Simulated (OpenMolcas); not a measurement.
An OpenMolcas run meant for Tc⁴⁺ (ANO-RCC-VTZP, DKH2; inactive shells 1s 2s 2p 3s 3p 3d 4s 4p; intended active space 3 electrons in 10 orbitals (4d 5d)). One step of its input:

```
&CASPT2
Multistate=10 1 2 3 4 5 6 7 8 9 10
Frozen=8 6
IPEA=0.25
Imaginary=0.1
MaxIter=60
WThr=0.0 0.3 0.05
PrWF=0.5
NoMix
Deleted=16 14
```

The run finished. Its levels beside those of a sound run (SS-CASPT2, IPEA 0.25 Eh, imaginary shift 0.1 Eh (closed shells correlated: 4s 4p)), in cm⁻¹ above each run's lowest level:

```json
{"Level": "4d³ ⁴F_3/2", "This run": "0.0", "Usual run": "0.0"}
{"Level": "4d³ ⁴F_5/2", "This run": "1068", "Usual run": "1068"}
{"Level": "4d³ ⁴F_7/2", "This run": "2398", "Usual run": "2389"}
{"Level": "4d³ ⁴F_9/2", "This run": "3887", "Usual run": "3858"}
{"Level": "4d³ ⁴P_3/2", "This run": "12528", "Usual run": "11991"}
{"Level": "4d³ ⁴P_1/2", "This run": "12576", "Usual run": "12037"}
{"Level": "4d³ ⁴P_5/2", "This run": "14285", "Usual run": "13763"}
{"Level": "4d³ ²G_7/2", "This run": "15295", "Usual run": "13857"}
{"Level": "4d³ ²G_9/2", "This run": "16394", "Usual run": "14782"}
{"Level": "4d³ ²P_1/2", "This run": "17874", "Usual run": "17197"}
{"Level": "4d³ ²H_9/2", "This run": "21977", "Usual run": "19339"}
{"Level": "4d³ ²H_11/2", "This run": "22585", "Usual run": "19747"}
{"Level": "4d³ ²D_5/2(1)", "This run": "20423", "Usual run": "20401"}
{"Level": "4d³ ²F_7/2", "This run": "32122", "Usual run": "29483"}
```

Q: Which setting is unsound, and how much does it matter here?

A: Nearly half of the orbitals are deleted from the virtual space, which removes much of the correlation energy. Against the sound run the excited levels shown move by 1000 cm-1 on average and by 2800 cm-1 at most.

CASPT2 breaks the degeneracy within a term, and the mean is taken; among the terms shown or strongly mixed into the levels shown the widest spread is 440 cm-1 (4d³ ⁴F, the sound run). Active for correlation alone: 5d; no level in the range computed is led by a configuration that fills it, so any true level of that kind is missing. Levels of configurations outside the active space are missing.

A number in round brackets counts repeated terms of one configuration in the order of the reference energies.
